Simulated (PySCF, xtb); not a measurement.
Ge(Me)(NH2)3 (CH9GeN3), SMILES [NH2][Ge]([CH3])([NH2])[NH2].

GFN2-xTB in xtb at its own geometry gives an orbital gap of 6.81 eV and a dipole moment of 2.45 D.

Geometry optimised at PBE0-D3(BJ)/def2-SVP. The values are those of a single conformer.

### Question
What does PBE/def2-TZVP (PySCF) give? (An estimate is asked for; the answer gives what the named calculation found.)

### Answer
gap 5.01 eV (levels -5.29 and -0.29 eV), dipole 2.15 D.
